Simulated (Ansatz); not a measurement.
Input for Ansatz (development build ahead of 0.2.0):

```yaml
crystal:
  periodic: [false, false, false]
  atoms:
    - { symbol: Li, position_ang: [4.17186, 0.0, 0.0] }
    - { symbol: Li, position_ang: [2.94995, 2.86403, 0.0] }
    - { symbol: Li, position_ang: [0.0, 4.05035, 0.0] }
    - { symbol: Li, position_ang: [-2.94995, 2.86403, 0.0] }
    - { symbol: Li, position_ang: [-4.17186, 0.0, 0.0] }
    - { symbol: Li, position_ang: [-2.94995, -2.86403, 0.0] }
    - { symbol: Li, position_ang: [0.0, -4.05035, 0.0] }
    - { symbol: Li, position_ang: [2.94995, -2.86403, 0.0] }
    - { symbol: H, position_ang: [4.33009, 1.74134, 0.0] }
    - { symbol: H, position_ang: [1.79358, 4.20397, 0.0] }
    - { symbol: H, position_ang: [-1.79358, 4.20397, 0.0] }
    - { symbol: H, position_ang: [-4.33009, 1.74134, 0.0] }
    - { symbol: H, position_ang: [-4.33009, -1.74134, 0.0] }
    - { symbol: H, position_ang: [-1.79358, -4.20397, 0.0] }
    - { symbol: H, position_ang: [1.79358, -4.20397, 0.0] }
    - { symbol: H, position_ang: [4.33009, -1.74134, 0.0] }
basis:
  gaussian: { orbitals: "6-31G" }
hamiltonian:
  xc: hf
```

The input is written out in the form of the current development build from the run's settings.

Results

```
Converged                       : yes
Total energy                    : -64.27783 hartree
Spin squared of the determinant : 0.000
```
